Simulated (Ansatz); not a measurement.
`BOBF` + `B1N[SiH2]1` → `BN1B[SiH2]1` + `OBF` at 500 K and 1 bar (ligand exchange at a B–O bond).

Computed with Ansatz on PBE0-D4/def2-TZVP structures; ΔE is electronic, products minus reactants. CBS: MP2 limit from def2 TZ/QZ plus the TZ coupled-cluster correction, frozen cores. This one scheme is used for every species. One conformer a species, not always the lowest.

```json
{"species": "`BOBF`", "CCSD(T)/CBS energy (Eh)": "-226.48924", "H − E (kJ/mol)": "141.2", "S (J/(mol·K))": "332.3"}
{"species": "`B1N[SiH2]1`", "CCSD(T)/CBS energy (Eh)": "-370.97252", "H − E (kJ/mol)": "146.7", "S (J/(mol·K))": "308.1"}
{"species": "`BN1B[SiH2]1`", "CCSD(T)/CBS energy (Eh)": "-396.37777", "H − E (kJ/mol)": "185.5", "S (J/(mol·K))": "360.7"}
{"species": "`OBF`", "CCSD(T)/CBS energy (Eh)": "-201.07426", "H − E (kJ/mol)": "102.6", "S (J/(mol·K))": "282.2"}
```

H − E and S are ideal-gas, rigid-rotor, harmonic terms from PBE0-D4/def2-TZVP, for one conformer and one mirror image of each species. 1 Eh = 2625.50 kJ/mol, R = 8.31446 J/(mol·K).

**Question.** By hand: ΔE, ΔH, ΔS and ΔG.

**Answer.** ΔE = (-396.37777) + (-201.07426) − (-226.48924) − (-370.97252) = 0.00973 Eh = 25.5 kJ/mol. Δ(H − E) = 185.5 + 102.6 − 141.2 − 146.7 = 0.2, so ΔH = 25.7 kJ/mol. ΔS = 360.7 + 282.2 − 332.3 − 308.1 = 2.5 J/(mol·K). ΔG = 25.7 − 500 × (2.5)/1000 = 24.4 kJ/mol.

**Question.** By hand: the equilibrium constant, and the temperature at which ΔG would vanish if ΔH and ΔS stayed fixed.

**Answer.** log₁₀ K = −ΔG/(RT ln 10) = -2.5. ΔG = 0 at ΔH/ΔS = 10280 K, far beyond where these terms or the molecules hold.

The number of gas molecules stays the same, so ΔS is small and ΔH decides. A doubt of 5 kJ/mol in ΔE shifts log₁₀ K by 0.5 here. Other conformers and mirror images would add mixing entropy, several J/(mol·K) or more a flexible species. These are equilibria of isolated gas molecules and say nothing of rates. Largest T1 diagnostic: 0.014 (customary marks: 0.02 for closed shells, 0.045 for open ones).
